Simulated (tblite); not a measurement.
Compound: C9H8N2.
SMILES with atom numbers: `[cH:1]1[cH:2][n:3][cH:4][c:5](-[n:6]2[cH:7][cH:8][cH:9][cH:10]2)[cH:11]1` (hydrogens: H12 on C1; H13 on C2; H14 on C4; H15 on C7; H16 on C8; H17 on C9; H18 on C10; H19 on C11)

Geometry (GFN2-xTB, Å), atoms numbered from 1 in this order:
```
atom  x, y, z in Å
C1    -2.6289    0.4414   -0.9388
C2    -3.2256    0.1926    0.2882
N3    -2.5353   -0.1290    1.3687
C4    -1.2248   -0.2210    1.2788
C5    -0.5135    0.0141    0.0978
N6     0.8738   -0.0876    0.0550
C7     1.6231   -0.3889   -1.0506
C8     2.9400   -0.3948   -0.6990
C9     3.0057   -0.0718    0.6751
C10    1.7255    0.1018    1.1098
C11   -1.2521    0.3565   -1.0354
H12   -3.2255    0.7031   -1.7987
H13   -4.2973    0.2512    0.4169
H14   -0.7144   -0.5064    2.1884
H15    1.1662   -0.6142   -1.9933
H16    3.7687   -0.6040   -1.3459
H17    3.8952    0.0202    1.2662
H18    1.3628    0.3788    2.0790
H19   -0.7536    0.5672   -1.9696
```

Computed geometry: GFN2-xTB, gas phase.

Take the most abundant isotopes and a rigid rotor. The values belong to one conformer with, in the numbering `[cH:1]1[cH:2][n:3][cH:4][c:5](-[n:6]2[cH:7][cH:8][cH:9][cH:10]2)[cH:11]1`, C4–C5–N6–C7 153°.

Q: Give the principal moments of inertia and the rotational constants in GHz.

A: Ia = 138.75, Ib = 700.74, Ic = 825.05 u·Å²; 505379 MHz·u·Å²/I gives 3642, 721.2 and 612.5 MHz, that is A = 3.6424, B = 0.7212, C = 0.6125 GHz.

Q: What kind of rotor is it?

A: A near-prolate asymmetric top. Ray's parameter κ = (2B − A − C)/(A − C) = -0.928; −1 is the prolate and +1 the oblate limit.

Q: Is it planar, by Δ = Ic − Ia − Ib?

A: Not planar: Δ = Ic − Ia − Ib = -14.44 u·Å². For a rigid frame Δ = −2 Σ m c², so Σ m c² = 7.22 u·Å² lies off the ab plane: 1.58 from hydrogen and 5.64 from heavier atoms. The atom farthest from that plane is 0.63 Å away.

Q: Give the other two planar moments, Paa and Pbb, and the rms extents of the mass along the axes.

A: Paa = Σ m a² = (Ib + Ic − Ia)/2 = 693.52 and Pbb = Σ m b² = (Ia + Ic − Ib)/2 = 131.53 u·Å². With the mass M = 144.07 u, the rms extents √(P/M) along a, b and c are 2.19, 0.96, 0.22 Å.

Q: Where do the levels up to J = 2 lie, in MHz?

A: Above 0(0,0):
J = 1: 1(0,1) 1334, 1(1,1) 4255, 1(1,0) 4364
J = 2: 2(0,2) 3998, 2(1,2) 6814, 2(1,1) 7140, 2(2,1) 15904, 2(2,0) 15906

Q: Estimate the classical rotational partition function at 50 K, 100 K and 500 K.

A: Point group C1, symmetry number σ = 1; q = (√π/σ)·√((kT/h)³/(ABC)), k/h = 20836.6 MHz/K: 47000 at 50 K, 133000 at 100 K, 1490000 at 500 K.

Its GFN2-xTB frequencies are all real (lowest 68 cm⁻¹). These are rigid-rotor constants of the computed structure; measured ground-state constants (B0) also hold zero-point vibration.

Hardware: one thread of an Arm Neoverse V1, shared host. Cost: 0.34 s of wall time. This is the geometry optimisation.
